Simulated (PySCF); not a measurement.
**C₆ coefficients of unlike pairs at TPSS**

Calculated with PySCF 2.14 from the dipole response of each species, C₆(A,B) = (3/π) ∫ α_A(iu) α_B(iu) du, in atomic units, from isotropic polarisabilities. For ions this is the dispersion term alone; charge-induced terms of lower order in 1/R come first.

```
species      configuration                                                                            basis      relativity  α (bohr³)  C₆ (like pair)
     Ru  [Kr] 4d7 5s1 (5F)             def2-QZVPPD with the def2 core potential (28 electrons) (7s5p4d4f2g)  core potential      59.59           566.2
  N(3+)      [He] 2s2 (1S)                                                          dyall-acv3z (15s9p4d2f)            none      2.137           2.188
  P(2+)  [Ne] 3s2 3p1 (2P)  aug-cc-pCVTZ-DK with one added diffuse shell each of s, p, d, f type (9s8p6d4f)   spin-free X2C      9.298           34.03
     K+          [Ar] (1S)          x2c-TZVPPall with one added diffuse shell each of s, p, d type (7s5p4d)   spin-free X2C      5.330           22.45
```

Task: Estimate C₆ for P(2+) with N(3+).

Result: The integral gives 8.578. The combination rule 2 C_A C_B / (C_A α_B/α_A + C_B α_A/α_B) gives 8.586 and the geometric mean 8.628.

No spin-orbit coupling is included.

The other pairs:

```tsv
pair	C₆
K+, Ru	94.27
K+, P(2+)	26.16
N(3+), Ru	32.37
P(2+), Ru	131.4
K+, N(3+)	6.836
```
